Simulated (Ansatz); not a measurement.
`O[SiH](F)[NH][GeH3]` + H–F → `O[SiH](F)F` + `[NH2][GeH3]` at 500 K and 1 bar (ligand exchange at the Si–N bond).

Computed with Ansatz on PBE0-D4/def2-TZVP structures; ΔE is electronic, products minus reactants. CCSD(T)/CBS is the MP2 limit (def2-TZVPP, def2-QZVPP) plus CCSD(T) − MP2 in def2-TZVPP, frozen cores. This one scheme is used for every species. For Ge outer-core shells are correlated without core-valence functions, which leaves a few kJ/mol of doubt a bond. Scalar relativity is left out up to krypton. Each species was taken in one conformer, which may not be the lowest.

| species | CCSD(T)/CBS energy (Eh) | H − E (kJ/mol) | S (J/(mol·K)) |
| --- | --- | --- | --- |
| `O[SiH](F)[NH][GeH3]` | -2598.63258 | 228.0 | 466.4 |
| H–F | -100.39570 | 39.4 | 188.7 |
| `O[SiH](F)F` | -565.23707 | 109.1 | 341.1 |
| `[NH2][GeH3]` | -2133.81884 | 158.0 | 315.9 |

H − E and S are ideal-gas, rigid-rotor, harmonic terms from PBE0-D4/def2-TZVP, for one conformer and one mirror image of each species. 1 Eh = 2625.50 kJ/mol, R = 8.31446 J/(mol·K).

Question: By hand: ΔE, ΔH, ΔS and ΔG.

Answer: ΔE = (-565.23707) + (-2133.81884) − (-2598.63258) − (-100.39570) = -0.02763 Eh = -72.5 kJ/mol. Δ(H − E) = 109.1 + 158.0 − 228.0 − 39.4 = -0.3, so ΔH = -72.8 kJ/mol. ΔS = 341.1 + 315.9 − 466.4 − 188.7 = 1.9 J/(mol·K). ΔG = -72.8 − 500 × (1.9)/1000 = -73.8 kJ/mol.

Question: By hand: the equilibrium constant, and the temperature at which ΔG would vanish if ΔH and ΔS stayed fixed.

Answer: log₁₀ K = −ΔG/(RT ln 10) = 7.7. ΔH and −TΔS have one sign here, so there is no such temperature. One of them is within its doubt of zero, so this could turn.

The number of gas molecules stays the same, so ΔS is small and ΔH decides. A doubt of 5 kJ/mol in ΔE shifts log₁₀ K by 0.5 here. Other conformers and mirror images would add mixing entropy, several J/(mol·K) or more a flexible species. Modes under 60 cm⁻¹, often nearly free rotors, make the harmonic entropy too high. These are equilibria of isolated gas molecules and say nothing of rates. Largest T1 diagnostic: 0.012 (customary marks: 0.02 for closed shells, 0.045 for open ones).
